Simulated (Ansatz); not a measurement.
Reaction (redistribution): `C[Si](N)(Cl)Br` + `N=CBO` → `C[SiH](Cl)Br` + `N=C(N)BO`

Gas-phase electronic energies from Ansatz, PBE0-D4/def2-TZVP geometries. CBS: MP2 limit from def2 TZ/QZ plus the TZ coupled-cluster correction, frozen cores. This one scheme is used for every species. DFT in def2-TZVPP. For Br outer-core shells are correlated without core-valence functions, which leaves a few kJ/mol of doubt a bond. Scalar relativity is left out up to krypton. Each species was taken in one conformer, which may not be the lowest.

(1) Is it downhill or uphill in electronic energy at CCSD(T)/CBS, and by how much? (Estimate.)

(2) What do these levels give: r2SCAN-D4, PBE0-D4, ωB97X-V, B2PLYP, r2SCAN, PBE0, HF/def2-TZVPP, CCSD/def2-TZVPP, CCSD(T)/def2-TZVPP, HF/def2-QZVPP, MP2/def2-QZVPP, SCS-MP2/def2-QZVPP? (Estimate.)

Largest T1 diagnostic among the species: 0.014.

Answers

(1) The calculation gave: Uphill: ΔE = +81.5 kJ/mol.

(2) Computed: r2SCAN-D4 66.1, PBE0-D4 66.2, ωB97X-V 72.2, B2PLYP 72.0, r2SCAN 65.5, PBE0 63.6, HF/def2-TZVPP 74.7, CCSD/def2-TZVPP 80.8, CCSD(T)/def2-TZVPP 80.1, HF/def2-QZVPP 74.7, MP2/def2-QZVPP 81.0, SCS-MP2/def2-QZVPP 80.7 kJ/mol.

The D4 term adds +4.9 kJ/mol with B3LYP and +2.6 kJ/mol with PBE0; it sums over pairs of atoms, weighted by their polarisabilities, and B3LYP, whose exchange is more repulsive, gets the larger term. From PBE to PBE0 (25 % exact exchange), in def2-TZVPP and without D4, ΔE moves by +6.0 kJ/mol. In def2-TZVPP, CCSD(T) changes the Hartree–Fock value by +5.4 kJ/mol (the triples alone add −0.7 kJ/mol) and MP2 by +5.6 kJ/mol.

B3LYP here is the variant with VWN-RPA as its local correlation; programs differ in this.
